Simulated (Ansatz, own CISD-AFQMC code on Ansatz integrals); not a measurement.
CH3BSi, SMILES `B1C=[SiH]1` (charge 0, multiplicity 1).

Cartesian coordinates (Å):
```xyz
6

B     -0.8708    -0.5616     0.2865
C     -0.2202     0.7153    -0.0883
Si     1.0086    -0.3972     0.4130
H     -1.8747    -1.1813     0.4014
H     -0.5325     1.6860    -0.4517
H      2.4896    -0.2612     0.5104
```
Charge 0, multiplicity 1.

Frozen-core energies in cc-pVDZ from Ansatz (a program for electronic structure) at a geometry from PBE0-D3(BJ)/def2-TZVP; the HF reference has <S^2> = 0.00 and the T1 diagnostic is 0.014.

```
level    energy (Ha)
-------  -----------
HF        -353.12766
MP2       -353.43338
CCSD      -353.46475
CCSD(T)   -353.48019
```

Task: Estimate the energies of CCSDT, phaseless AFQMC, CISD trial (own CISD-AFQMC code on Ansatz integrals; ±0.40 mHa) and CCSDT(Q), and give each level's difference from CCSDT(Q).

Result: 
```tsv
level	energy (Ha)	difference from CCSDT(Q) (mHa)
MP2	-353.43338	49.03
CCSD	-353.46475	17.66
CCSD(T)	-353.48019	2.22
CCSDT	-353.48118	1.23
phaseless AFQMC, CISD trial (own CISD-AFQMC code on Ansatz integrals; ±0.40 mHa)	-353.48268	-0.27
CCSDT(Q)	-353.48241	0.00
```
